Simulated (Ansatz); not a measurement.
A nudged elastic band was laid between two geometries of a periodic cell of 19 atoms, PdC18 (surface graphene monolayer, adsorbate Pd).

Level of theory: Ansatz, DFT PBE, scalar-relativistic, plane waves, PAW. Settings: cutoff 420 eV, k mesh 2x2x1, gaussian smearing 0.02 eV, no spin polarisation.

* movable images: 2
* climbing image: yes
* spring: 5.0 eV/Å²
* optimiser: quadratic models (default)
* start path: default
* force threshold: 0.05 eV/Å
* iteration limit: 50
* end points: relaxed

Image 0:

```xyz
19
Lattice="7.3980 0.0000 0.0000 -3.6990 6.4069 0.0000 0.0000 0.0000 13.0000" Properties=species:S:1:pos:R:3
C 0.018 0.016 0.980
C 1.250 0.736 0.980
C -1.215 2.151 0.953
C 0.013 2.873 0.963
C -2.445 4.286 0.965
C -1.216 5.009 0.953
C 2.484 0.016 0.977
C 3.715 0.736 0.978
C 1.241 2.142 1.023
C 2.483 2.859 1.131
C 0.014 4.287 0.961
C 1.240 5.017 1.020
C 4.950 0.016 0.979
C 6.182 0.737 0.978
C 3.727 2.143 1.020
C 4.952 2.873 0.963
C 2.483 4.301 1.131
C 3.726 5.017 1.024
Pd 2.476 3.579 3.171
```

Image 3:

Only the atoms that move by more than 0.05 Å are listed.
```
C5 -2.459 4.304 1.010
C9 1.232 2.168 0.959
C10 2.466 2.856 0.983
C11 -0.007 4.304 1.010
C12 1.223 5.015 1.070
C15 3.700 2.168 0.959
C17 2.466 4.294 1.075
Pd19 2.466 4.672 3.136
```

Question: What changes between the two ends?

Answer: The atom that moves furthest is Pd19, by 1.09 Å.

Question: What energy profile does the band end with?

Answer: It converged. The highest image is number 2 of 0 to 3, 0.072 eV above the first end and 0.032 eV above the last; the last end lies 0.040 eV above the first. The order of the stationary point at the top wasn't checked. So few images can step over the top or miss a turn of the path. Limits of this set-up: coarse k mesh, slab without dipole correction.

```json
{"image": "0", "path coordinate (Å)": "0.00", "energy (eV)": "0.000"}
{"image": "1", "path coordinate (Å)": "0.37", "energy (eV)": "0.035"}
{"image": "2", "path coordinate (Å)": "0.75", "energy (eV)": "0.072"}
{"image": "3", "path coordinate (Å)": "1.10", "energy (eV)": "0.040"}
```

Question: What is the geometry of the highest image?

Answer: 
```xyz
19
Lattice="7.3980 0.0000 0.0000 -3.6990 6.4069 0.0000 0.0000 0.0000 13.0000" Properties=species:S:1:pos:R:3:forces:R:3
C 0.000 0.036 0.999 0.00 -0.02 0.00
C 1.235 0.744 0.983 -0.01 0.03 0.00
C -1.223 2.165 0.945 0.01 -0.04 0.00
C -0.002 2.869 0.970 -0.02 0.04 0.00
C -2.458 4.290 0.997 0.01 -0.05 0.00
C -1.224 5.006 0.982 0.00 0.04 0.00
C 2.476 0.029 0.987 0.01 -0.04 0.00
C 3.698 0.734 0.973 -0.01 0.04 0.00
C 1.232 2.152 0.987 0.01 -0.03 0.00
C 2.475 2.856 1.030 0.00 0.03 0.00
C -0.006 4.300 0.986 0.01 -0.04 0.00
C 1.223 5.022 1.027 -0.01 0.04 -0.02
C 4.933 0.027 0.976 0.00 -0.04 0.00
C 6.174 0.737 0.959 0.00 0.04 0.00
C 3.703 2.162 0.976 -0.01 -0.03 0.00
C 4.936 2.879 0.956 0.00 0.03 0.00
C 2.472 4.298 1.081 -0.02 -0.03 -0.01
C 3.710 5.012 1.070 -0.02 0.03 0.03
Pd 2.511 4.324 3.164 0.03 0.00 0.00
```

Time of the run: 3.7 min on 1 thread of Arm Neoverse V1, with other jobs on the host, peak memory 0.85 GiB.
